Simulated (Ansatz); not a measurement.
Basis-set extrapolation for CH7FN2Si, SMILES `C[Si](N)(N)F` (PBE0-D4/def2-TZVP geometry, frozen core, the Gaussian-basis code of Ansatz). Multiplicity 1, RHF reference.

|  | def2-TZVPP | def2-QZVPP |
| --- | --- | --- |
| HF | -539.504477 | -539.526557 |
| MP2 correlation | -0.976665 | -1.053619 |
| CCSD(T) correlation | -1.046612 | not run |

Energies in hartree. Use E(X) = E(∞) + A·exp(−7.88·√X) for Hartree–Fock and E(X) = E(∞) + B·X^(−2.97) for correlation, with X = 3 and 4, and add CCSD(T) minus MP2 of the smaller set to the MP2 limit.

Task: What is the CCSD(T) energy at the basis-set limit?

Result: HF limit: -539.526557 + (-0.022080) × 0.13774 = -539.52960. MP2 limit: -1.053619 + (-0.076954) × 0.74074 = -1.11062. Higher-order term: -1.046612 − (-0.976665) = -0.06995. Total: -540.71017 hartree, 4.33 eV below CCSD(T)/def2-TZVPP.
